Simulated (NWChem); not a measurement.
Molecule: C2H3I; SMILES C=CI

All runs: NWChem. def2 effective core potentials on I; no spin-orbit coupling. Each level has its own optimisation; frequencies are unscaled. Brackets give each atom's bonded neighbours.

```csv
level,r C–C (Å),r C–I (Å),r C–H [C(CHI)–H(C)] (Å),highest harmonic frequency (cm⁻¹),lowest (cm⁻¹),zero-point energy (kcal/mol)
BLYP/def2-SVP (core potentials),1.340,2.140,1.099,3152,297,25.1
"Hartree-Fock/3-21G (all-electron, non-relativistic)",1.309,2.138,1.069,3415,341,28.5
PBE0/def2-SVP (core potentials),1.328,2.093,1.093,3271,313,26.2
```
